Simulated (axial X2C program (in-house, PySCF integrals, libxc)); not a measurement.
## Spin–orbit effects down a group: molecules with In (ions), HF

Computed with an axial X2C code built on PySCF integrals, spin-free (one-electron X2C) or two-component (2c: spin–orbit coupling with atomic mean-field Coulomb and Gaunt terms, which also bring small scalar terms), in Dyall basis sets with cores contracted in-house; open shells are unrestricted.

Basis sets: In dyall-acv3z, O dyall-av3z, S dyall-av3z, Se dyall-acv3z.

```json
{"molecule": "InO⁻", "spin-free state": "M_S = 0, Λ = 0", "Re (Å)": "1.885", "ωe (cm⁻¹)": "770.8", "De (eV)": "n/a", "2c state": "Ω = 0", "Re 2c (Å)": "1.885", "ωe 2c (cm⁻¹)": "770.1", "De 2c (eV)": "n/a"}
{"molecule": "InS⁻", "spin-free state": "M_S = 0, Λ = 0", "Re (Å)": "2.319", "ωe (cm⁻¹)": "408.6", "De (eV)": "2.46", "2c state": "Ω = 0", "Re 2c (Å)": "2.319", "ωe 2c (cm⁻¹)": "408.3", "De 2c (eV)": "n/a"}
{"molecule": "InSe⁻", "spin-free state": "M_S = 0, Λ = 0", "Re (Å)": "2.444", "ωe (cm⁻¹)": "273.3", "De (eV)": "2.29", "2c state": "Ω = 0", "Re 2c (Å)": "2.445", "ωe 2c (cm⁻¹)": "272.6", "De 2c (eV)": "2.02"}
```

Fragments in 2c: In- + O, In + S-, In + Se-. Each entry is the lowest single determinant of a limited PBE0 search at one distance. De goes to single-determinant-based atoms at the same level (for ions the charge split of lowest energy) and is withheld (n/a) where an atom does not fit its ground term or J level. Main or longest-lived isotopes.
